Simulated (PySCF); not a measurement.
Molecule: SMILES [SiH3][SiH]([SiH3])CCl, CH$_{9}$ClSi$_{3}$.

Molfile (atoms numbered from 1):
```
CH9ClSi3
     RDKit          3D

 14 13  0  0  0  0  0  0  0  0999 V2000
   -1.8746    0.9605    0.1753 Si  0  0  0  0  0  4  0  0  0  0  0  0
    0.0825   -0.0478   -0.6336 Si  0  0  0  0  0  4  0  0  0  0  0  0
    1.9697    0.9534    0.3408 Si  0  0  0  0  0  4  0  0  0  0  0  0
    0.0218   -1.8909   -0.1583 C   0  0  0  0  0  0  0  0  0  0  0  0
   -1.5319   -2.6039   -0.7002 Cl  0  0  0  0  0  0  0  0  0  0  0  0
   -3.0702    0.5850   -0.6351 H   0  0  0  0  0  0  0  0  0  0  0  0
   -1.7238    2.4491    0.1560 H   0  0  0  0  0  0  0  0  0  0  0  0
   -2.0745    0.5250    1.5926 H   0  0  0  0  0  0  0  0  0  0  0  0
    0.1596    0.0610   -2.1239 H   0  0  0  0  0  0  0  0  0  0  0  0
    1.8436    0.9057    1.8313 H   0  0  0  0  0  0  0  0  0  0  0  0
    2.0658    2.3827   -0.0870 H   0  0  0  0  0  0  0  0  0  0  0  0
    3.2280    0.2444   -0.0514 H   0  0  0  0  0  0  0  0  0  0  0  0
    0.8364   -2.4637   -0.6241 H   0  0  0  0  0  0  0  0  0  0  0  0
    0.0871   -2.0242    0.9314 H   0  0  0  0  0  0  0  0  0  0  0  0
  1  2  1  0
  2  3  1  0
  2  4  1  0
  4  5  1  0
  1  6  1  0
  1  7  1  0
  1  8  1  0
  2  9  1  0
  3 10  1  0
  3 11  1  0
  3 12  1  0
  4 13  1  0
  4 14  1  0
M  END
```

Geometry PBE0-D3(BJ)/def2-SVP throughout; GIAO in PySCF 2.14.0 with density-fitted response routines, gas phase, one conformer, non-relativistic; equivalent atoms averaged; functional PBE0.

For orientation, 6-311+G(2d,p) gives these shifts δ (against TMS, HCl at the same level): Si2 -64.4, Si1/Si3 -106.3, C4 32.2, Cl5 76.2, H9 4.49, H13/H14 3.13, H6/H7/H8/H10/H11/H12 3.87 ppm.

A run gave: Si2 -39.9, Si1/Si3 -81.8, C4 30.0, Cl5 35.5, H9 3.70, H13/H14 2.78, H6/H7/H8/H10/H11/H12 3.24 ppm (shifts δ (against TMS, HCl at the same level)).

Question: Which basis set was used in that run?
A. 6-31G*
B. pcSseg-1
C. 6-31G
D. STO-3G

Answer: C. H9 tells them apart best: 6-31G gives 3.70, STO-3G gives 1.94, pcSseg-1 gives 4.11, 6-31G* gives 4.26 ppm.
